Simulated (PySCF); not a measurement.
Working out the ionisation energy of Zn⁺

Zn⁺ [Ar] 3d10 4s1 (2S) → Zn²⁺ [Ar] 3d10 (1S). Calculation: PySCF 2.14, in aug-cc-pVDZ-PP with ECP10MDF (5s5p4d2f, 54 functions); a scalar-relativistic core potential. Frozen: 3s2 3p6. Energies in hartree (1 hartree = 27.21139 eV):

| part | Zn⁺ (lower) | Zn²⁺ (upper) |
| --- | --- | --- |
| UHF | -225.663229 | -225.045793 |
| MP2 opposite-spin | -0.264730 | -0.246077 |
| MP2 same-spin | -0.156396 | -0.142820 |

Task: What does Hartree-Fock give?

Result: (-225.045793) − (-225.663229) = 0.617436 hartree = 16.801 eV.

Task: What do MP2 and SCS-MP2 (6/5 opposite-spin, 1/3 same-spin) give?

Result: The opposite-spin parts differ by 0.508 eV and the same-spin parts by 0.369 eV. MP2: 16.801 + (0.508) + (0.369) = 17.678 eV. SCS-MP2: 16.801 + 1.2 × (0.508) + (0.369)/3 = 17.534 eV.

Measured between the centres of the two terms (NIST): 17.964 eV, so MP2 (valence) is off by -0.286 eV.

A double-zeta basis recovers only part of the correlation energy.

What remains against the reference includes basis incompleteness, the frozen core and correlation beyond second order.
